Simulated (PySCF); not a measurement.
NMR parameters of Ta(CH2)Cl3

Ta(CH2)Cl3, CH2Cl3Ta.

Geometry (Å), atoms numbered from 1 in this order:
```xyz
7

Ta    0.006    0.078   -0.719
C     0.061   -0.013    1.179
H    -0.771    0.374    1.790
H     0.864   -0.497    1.755
Cl    2.183    0.020   -1.405
Cl   -1.282    1.900   -1.217
Cl   -1.062   -1.862   -1.384
```

GIAO calculations in PySCF 2.14.0 with density-fitted response routines on the PBE0-D3(BJ)/def2-SVP structure: isolated species, scalar relativity only through the core potential, equivalent atoms averaged; basis pcSseg-1 (def2-TZVP on Ta).

Question: Give the isotropic shieldings (ppm) with PBE0, wB97X-D.

Answer: 
```
             atoms                        environment   PBE0  wB97X-D
       Cl5/Cl6/Cl7              chlorine bonded to Ta    465      497
                C2           carbon bonded to Ta, 2 H  -35.6    -42.1
             H3/H4  hydrogen on a carbon bonded to Ta  20.85    20.61
HOMO–LUMO gap (eV)                                  –   4.18     7.77
```

Question: And the chemical shifts, against references computed in the same way?

Answer: 
```json
{"atoms": "Cl5/Cl6/Cl7", "nucleus, reference": "35Cl, HCl", "PBE0": "478", "wB97X-D": "443"}
{"atoms": "C2", "nucleus, reference": "13C, TMS", "PBE0": "220.1", "wB97X-D": "226.7"}
{"atoms": "H3/H4", "nucleus, reference": "1H, TMS", "PBE0": "10.42", "wB97X-D": "10.77"}
```

Question: Which part of the shielding of Cl5/Cl6/Cl7 depends on the functional?

Answer: Diamagnetic: PBE0 1149, wB97X-D 1149 ppm; paramagnetic: PBE0 -684, wB97X-D -653 ppm. The diamagnetic part, set mainly by inner electrons, hardly moves; the paramagnetic part goes with low-lying magnetically allowed excitations and carries the spread.

Ta is described by an effective core potential, so it has no shielding of its own here; spin–orbit effects on the atoms bonded to it, which can be large, are absent, and the values of these neighbours are rough. The averaged Cl atoms aren't alike in the static structure (σ from 417 to 553 ppm); the average presumes fast exchange among these sites.
